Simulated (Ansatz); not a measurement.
## Worked example: the barrier

An elementary step of SiHCl3, closed shell (SiCl₂ + HCl → SiHCl₃ ([Cl][SiH]([Cl])[Cl]); bonds formed: Si1–H4, Si1–Cl5; bonds broken: H4–Cl5). “Start” is the structure reached by relaxing down from the saddle towards the reactants; PBE0-D4/def2-TZVP structures. The saddle:

```tsv
atom	x (Å)	y (Å)	z (Å)
Si1	-0.2274	-0.2124	-0.5771
Cl2	1.6771	-0.7932	-1.0284
Cl3	-1.1012	-1.7628	0.4232
H4	-0.5241	1.3355	-0.1110
Cl5	0.1755	1.4329	1.2932
```

Ansatz 0.2.0; basis: def2-TZVPP and def2-QZVPP; cores frozen in the correlated methods.

Energies in eV:

| quantity | saddle | start |
| --- | --- | --- |
| Hartree–Fock, triple zeta (X = 3) | -45390.83790 | -45392.17982 |
| Hartree–Fock, quadruple zeta (X = 4) | -45392.12775 | -45393.45974 |
| MP2 correlation, X = 3 | -19.20373 | -18.55740 |
| MP2 correlation, X = 4 | -21.10798 | -20.43278 |
| CCSD(T) correlation, X = 3 | -21.56693 | -21.02830 |

(1) Work out the barrier at the basis limit: extrapolate Hartree–Fock as E(X) = E∞ + A exp(−7.88 √X) and the MP2 correlation as E(X) = E∞ + B X^−2.97 (the exponents that Neese and Valeev fitted for def2-TZVPP and QZVPP), then add CCSD(T) − MP2 in triple zeta.

T1 diagnostic: at most 0.013. The restricted Hartree–Fock reference is unstable towards an unrestricted one at one or more of these structures.

## Answers

(1) Each step is linear, so take the differences first (saddle − start): Hartree–Fock 1.34192 (X = 3) and 1.33199 (X = 4); MP2 correlation -0.64633 and -0.67520; CCSD(T) correlation -0.53863.
Two points give E∞ = E(4) + w [E(4) − E(3)], with w = 1/(exp(7.88 (2 − √3)) − 1) = 0.1377 for Hartree–Fock and w = 1/((4/3)^2.97 − 1) = 0.7407 for the correlation.
Hartree–Fock: 1.33199 + 0.1377 × (-0.00993) = 1.3306 eV.
MP2 correlation: -0.67520 + 0.7407 × (-0.02887) = -0.6966 eV.
CCSD(T) − MP2: -0.53863 − (-0.64633) = 0.1077 eV.
Sum: 1.3306 + (-0.6966) + 0.1077 = 0.7417 eV, or 17.10 kcal/mol. Plain CCSD(T) in triple zeta gives 0.8033 eV, so the larger basis shifts the result by -0.0616 eV.

Losses and insertions of silylenes and their heavier kin drive the gas-phase chemistry of silicon and germanium vapour deposition.

Labels in which every atom is bracketed show which atoms are joined, not bond orders.

For scale, one of the runs: CCSD(T)/def2-TZVPP, 182 basis functions, launched by `ansatz run in.yaml --threads 2 --pin off --events-out ev --progress --plain --max-ram 4352MiB`. Hardware: 2 CPU threads of an Arm Neoverse V2, shared host. Wall time 36 s; peak host memory 1.5 GiB.
